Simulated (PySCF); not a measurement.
C2H4AlBr. Atoms are numbered in the order given.

```xyz
8

Al    -0.6379    -0.6472     0.0000
H     -2.2119    -0.8911     0.0000
Br     0.1273     1.4975     0.0000
C      0.6139    -2.1334     0.0000
C      0.1353    -3.3998     0.0000
H      1.7120    -1.9998     0.0000
H      0.7927    -4.2895     0.0000
H     -0.9495    -3.6174     0.0000
```
Charge 0, spin multiplicity 1.

Geometry: PBE-D3(BJ)/def2-SVP. The structure was generated by enumeration; whether it is a known compound was not checked. The values are those of a single conformer.

All values below come from PBE-D3(BJ)/def2-SVP (PySCF).

Frequencies are harmonic and unscaled.

Computed vibrational spectrum:
```tsv
mode	ν (cm⁻¹)	IR (km/mol)	moving atoms (share of kinetic energy)
1	68	0.3	C 51 %, H 29 %, Al 16 %
2	100	1.5	Al 40 %, C 29 %, H 19 %, Br 12 %
3	223	1.8	C 64 %, Br 18 %, H 18 %
4	393	6.2	H 93 %
5	413	37.6	Al 62 %, Br 20 %, H 13 %
6	491	111.0	H 64 %, C 19 %, Al 16 %
7	635	133.3	H 84 %, C 12 %
8	651	156.2	Al 43 %, C 36 %, H 20 %
9	958	14.0	H 88 %, C 12 %
10	962	27.7	H 72 %, C 28 %
11	1021	10.8	H 93 %
12	1217	1.7	H 71 %, C 29 %
13	1371	19.6	H 81 %, C 19 %
14	1591	25.8	C 82 %, H 17 %
15	1902	139.3	H 96 %
16	3026	18.9	H 95 %
17	3068	2.6	H 92 %, C 8 %
18	3113	10.7	H 89 %, C 11 %
```
